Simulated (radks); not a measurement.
Xe+, configuration [Kr] 4d10 5s2 5p5. Calculated with a radial shooting solver on a logarithmic mesh with Libxc functionals: scalar-relativistic Kohn-Sham, r2SCAN, spin-polarised, spherical densities, finite nucleus; open shells are filled with parallel spins first (spin-orbit coupling, left out, can overturn this in heavy ions); meta-GGA in the generalised Kohn-Sham scheme; Fermi nuclear charge, rms radius 4.7859 fm.

Normalised radial functions P(r) = r R(r), r in bohr:

```
   r/bohr * 4p down, o 4d up (the largest magnitude, 1.31, reaches the edge; | marks zero, & curves that meet)
 0.004425                             &
 0.005901                             o*
 0.007808                             o*
  0.01041                             o *
  0.01378                             o *
  0.01838                             o   *
  0.02432                             o    *
  0.03243                             |o     *
  0.04291                             | o      *
  0.05724                             |  o      *
  0.07573                             |    o   *
    0.101                             |   *    o
   0.1336                         *   |           o
   0.1782                 *           |            o
   0.2358              *              |          o
   0.3146                     *       |  o
   0.4162                     o       |       *
   0.5551          o                  |                      *
   0.7345     o                       |                          *
   0.9796        o                    |                   *
    1.296                o            |        *
    1.729                       o     |  *
    2.287                           o |*
    3.051                             &
    4.037                             &
    5.384                             &
    7.124                             &
```

4p down: eigenvalue -154.74 eV, 2 radial nodes at r = 0.118, 0.364 bohr, <r> = 0.765 bohr, 90 % of the charge inside 1.12 bohr. 4d up: eigenvalue -70.780 eV, 1 radial node at r = 0.344 bohr, <r> = 0.877 bohr, 90 % of the charge inside 1.33 bohr.
